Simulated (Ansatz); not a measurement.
Mulliken charges of `O[Si]Br` from r2SCAN/def2-TZVPP in Ansatz (PBE0-D4/def2-TZVP geometry).

```tsv
atom	x (Å)	y (Å)	z (Å)	charge (e)
O1	-0.885	0.465	-0.454	-0.359
Si2	-0.591	-0.800	0.540	0.428
Br3	1.693	-0.725	0.692	-0.278
H4	-0.161	0.999	-0.797	0.209
```

Q: By hand: the dipole of these point charges (1 e Å = 4.8032 D).

A: Σ q r = (-0.440, -0.099, 0.035) e Å, of length 0.452 e Å = 2.17 D.

Q: How does the dipole of the full density compare? (Best estimate.)

A: Ansatz gave: (-0.057, 0.174, -0.138) e Å, 1.10 D; the point charges give 1.97 times that, at 88° from its direction.

Point charges leave out the atoms' own dipoles, such as those of lone pairs, and Mulliken's split depends on the basis, so the two needn't agree.
